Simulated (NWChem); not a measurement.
System: HTeSeI; SMILES [SeH][Te]I

Input file for NWChem:

```
start job
memory heap 200 mb stack 900 mb global 1100 mb
geometry units angstroms noautoz
  Te     0.964396    -0.475259    -0.003462
  I     -0.364281     1.913127     0.008184
  Se    -0.881757    -2.163754     0.043344
  H     -1.075666    -2.246408    -1.417839
end
basis spherical
  Te library def2-svp
  I library def2-svp
  Se library def2-svp
  H library def2-svp
end
ecp
  Te library def2-ecp
  I library def2-ecp
end
dft
  xc scan
  grid coarse
  iterations 150
  mulliken
end
task dft gradient
```

Excerpt of the output:

```
             Northwest Computational Chemistry Package (NWChem) 7.3.0
             --------------------------------------------------------

 C1  symmetry detected

                             Geometry "geometry" -> ""
                             -------------------------

 Output coordinates in angstroms (scale by  1.889725989 to convert to a.u.)

  No.       Tag          Charge          X              Y              Z
 ---- ---------------- ---------- -------------- -------------- --------------
    1 Te                  52.0000     0.96938977    -0.47445168     0.00466259
    2 I                   53.0000    -0.37662588     1.90423404     0.00606677
    3 Se                  34.0000    -0.86488838    -2.17635299     0.02570203
    4 H                    1.0000    -1.04089133    -2.25691503    -1.43786241

 Effective nuclear repulsion energy (a.u.)    1167.0350138014

                                 NWChem DFT Module
                                 -----------------

 Summary of "ao basis" -> "ao basis" (spherical)
 ------------------------------------------------------------------------------
       Tag                 Description            Shells   Functions and Types
 ---------------- ------------------------------  ------  ---------------------
 Te                         def2-svp                10       26   4s4p2d
 I                          def2-svp                10       26   4s4p2d
 Se                         def2-svp                12       32   5s4p3d
 H                          def2-svp                 3        5   2s1p

            General Information
            -------------------
          SCF calculation type: DFT
          Wavefunction type:  closed shell.
          No. of atoms     :     4
          No. of electrons :    84
           Alpha electrons :    42
            Beta electrons :    42
          Charge           :     0
          Spin multiplicity:     1
          Use of symmetry is: off; symmetry adaption is: off
          Maximum number of iterations: 150
          AO basis - number of functions:    89
                     number of shells:    35
          Convergence on energy requested:  1.00D-06
          Convergence on density requested:  1.00D-05
          Convergence on gradient requested:  5.00D-04

              XC Information
              --------------
                         SCAN Method XC Functional
                  SCAN metaGGA Exchange Functional  1.000
                        SCAN Correlation Potential  1.000

             Grid Information
             ----------------
          Grid used for XC integration:  coarse
          Radial quadrature: Mura-Knowles
          Angular quadrature: Lebedev.
          Tag              B.-S. Rad. Rad. Pts. Rad. Cut. Ang. Pts.
          ---              ---------- --------- --------- ---------
          Te                  1.40      104           9.0       302
          I                   1.40      104          11.0       302
          Se                  1.15       95          11.0       302
          H                   0.35       35          11.0       302
          Grid pruning is: on
          Number of quadrature shells:   338
          Spatial weights used:  Erf1

      Superposition of Atomic Density Guess
      -------------------------------------

 Sum of atomic energies:       -3058.36190253

      Non-variational initial energy
      ------------------------------

 Total energy =   -2963.960224
 1-e energy   =   -5162.088085
 2-e energy   =    1780.623354
 HOMO         =      -0.218510
 LUMO         =      -0.077897

     ---------------------------------------------
      Total Density - Mulliken Population Analysis
     ---------------------------------------------

    Atom       Charge   Shell Charges
 -----------   ------   -------------------------------------------------------
    1 Te  24    23.67   1.77  0.27  1.21  0.65  2.90  3.13  1.79  1.86  9.85  0.24
    2 I   25    25.29   1.83  0.22  1.24  0.68  2.93  3.13  2.59  2.67  9.83  0.20
    3 Se  34    34.19   2.00  2.00  2.00  1.33  0.54  6.00  5.98  1.84  2.46  8.20  1.75  0.09
    4 H    1     0.84   0.58  0.24  0.02

   convergence    iter        energy       DeltaE   RMS-Dens  Diis-err
 ---------------- ----- ----------------- --------- --------- ---------
 d= 0,ls=0.0,diis     1  -2967.9779962554 -3.39D+03  1.65D-02  3.58D-01
 d= 0,ls=0.0,diis     2  -2967.9447739223  3.32D-02  1.23D-02  4.24D-01
 d= 0,ls=0.0,diis     3  -2968.0085801144 -6.38D-02  5.29D-03  1.01D-01
 d= 0,ls=0.0,diis     4  -2968.0288255048 -2.02D-02  1.22D-03  7.04D-03
 d= 0,ls=0.0,diis     5  -2968.0301418312 -1.32D-03  2.07D-04  2.25D-04
  Resetting Diis
 d= 0,ls=0.0,diis     6  -2968.0301782732 -3.64D-05  5.48D-05  1.77D-05
 d= 0,ls=0.0,diis     7  -2968.0301802961 -2.02D-06  5.65D-05  1.45D-06
 d= 0,ls=0.0,diis     8  -2968.0301792067  1.09D-06  3.93D-05  7.01D-06
 d= 0,ls=0.0,diis     9  -2968.0301805839 -1.38D-06  2.96D-06  3.82D-08
 d= 0,ls=0.0,diis    10  -2968.0301805911 -7.13D-09  5.75D-07  1.48D-09

         Total DFT energy =    -2968.030180591078
      One electron energy =    -5162.375937115467
           Coulomb energy =     1907.814652452553
    Exchange-Corr. energy =     -130.973403080958
 Nuclear repulsion energy =      417.504507152794

 Numeric. integr. density =       83.999911696069

                       DFT Final Molecular Orbital Analysis
                       ------------------------------------

 Vector   40  Occ=2.000000D+00  E=-2.556643D-01
              MO Center= -4.4D-01,  5.2D-01,  2.2D-03, r^2= 5.6D+00
   Bfn.  Coefficient  Atom+Function         Bfn.  Coefficient  Atom+Function
  ----- ------------  ---------------      ----- ------------  ---------------
    37      0.490236  2 I  px                40      0.433609  2 I  px
    67      0.328868  3 Se px                64      0.283601  3 Se px
    34     -0.197912  2 I  px                61     -0.177958  3 Se px
    31     -0.159890  2 I  px                 3     -0.138892  1 Te s
     4     -0.130510  1 Te s                 11     -0.118889  1 Te px

 Vector   41  Occ=2.000000D+00  E=-2.446137D-01
              MO Center= -6.1D-01, -5.5D-01, -9.4D-04, r^2= 6.0D+00
   Bfn.  Coefficient  Atom+Function         Bfn.  Coefficient  Atom+Function
  ----- ------------  ---------------      ----- ------------  ---------------
    68      0.386059  3 Se py                38      0.335529  2 I  py
    65      0.333451  3 Se py                41      0.284244  2 I  py
    67     -0.284446  3 Se px                64     -0.245852  3 Se px
    37      0.231742  2 I  px                62     -0.208854  3 Se py
    40      0.200419  2 I  px                61      0.154850  3 Se px

 Vector   42  Occ=2.000000D+00  E=-2.078643D-01
              MO Center=  4.7D-01,  1.9D-01, -1.2D-02, r^2= 4.3D+00
   Bfn.  Coefficient  Atom+Function         Bfn.  Coefficient  Atom+Function
  ----- ------------  ---------------      ----- ------------  ---------------
    13      0.519530  1 Te pz                16      0.472330  1 Te pz
    39     -0.367754  2 I  pz                42     -0.352714  2 I  pz
    10     -0.199735  1 Te pz                 7     -0.154915  1 Te pz
    36      0.147695  2 I  pz                33      0.118762  2 I  pz
    85      0.105445  4 H  s                 86      0.101777  4 H  s

 Vector   43  Occ=0.000000D+00  E=-1.328535D-01
              MO Center=  2.5D-01,  2.3D-01,  3.3D-03, r^2= 5.3D+00
   Bfn.  Coefficient  Atom+Function         Bfn.  Coefficient  Atom+Function
  ----- ------------  ---------------      ----- ------------  ---------------
    41     -0.498594  2 I  py                14      0.467083  1 Te px
    11      0.387851  1 Te px                15     -0.367270  1 Te py
    38     -0.368344  2 I  py                12     -0.323929  1 Te py
    68      0.293188  3 Se py                 3     -0.273219  1 Te s
    40      0.225518  2 I  px                 4     -0.211328  1 Te s

 Vector   44  Occ=0.000000D+00  E=-1.008885D-01
              MO Center=  2.9D-01, -9.3D-01, -6.0D-03, r^2= 4.8D+00
   Bfn.  Coefficient  Atom+Function         Bfn.  Coefficient  Atom+Function
  ----- ------------  ---------------      ----- ------------  ---------------
    15      0.574557  1 Te py                67      0.498569  3 Se px
    12      0.419923  1 Te py                14      0.412491  1 Te px
    68      0.394893  3 Se py                11      0.288564  1 Te px
    57      0.276946  3 Se s                 64      0.276501  3 Se px
    56      0.232900  3 Se s                 65      0.205670  3 Se py

 Vector   45  Occ=0.000000D+00  E=-1.598294D-02
              MO Center= -8.7D-01, -2.1D+00, -7.2D-01, r^2= 3.1D+00
   Bfn.  Coefficient  Atom+Function         Bfn.  Coefficient  Atom+Function
  ----- ------------  ---------------      ----- ------------  ---------------
    86      1.155126  4 H  s                 69      0.901716  3 Se pz
    57     -0.577944  3 Se s                 85      0.364904  4 H  s
    66      0.332512  3 Se pz                56     -0.315228  3 Se s
    63     -0.207862  3 Se pz                55      0.180036  3 Se s
     4      0.167939  1 Te s                  3     -0.158183  1 Te s

     ---------------------------------------------
      Total Density - Mulliken Population Analysis
     ---------------------------------------------

[...]

                         DFT ENERGY GRADIENTS

    atom               coordinates                        gradient
                 x          y          z           x          y          z
   1 Te      1.831881  -0.896584   0.008811   -0.001735   0.001218  -0.000210
   2 I      -0.711720   3.598481   0.011465    0.000992  -0.002494   0.000003
   3 Se     -1.634402  -4.112711   0.048570    0.000489   0.001112   0.000573
   4 H      -1.966999  -4.264951  -2.717166    0.000253   0.000164  -0.000366
```

Level: SCAN/def2-SVP with def2 effective core potentials on Te, I. Coordinates come from a PBE0/def2-SVP optimisation. def2 effective core potentials on Te, I; no spin-orbit coupling.
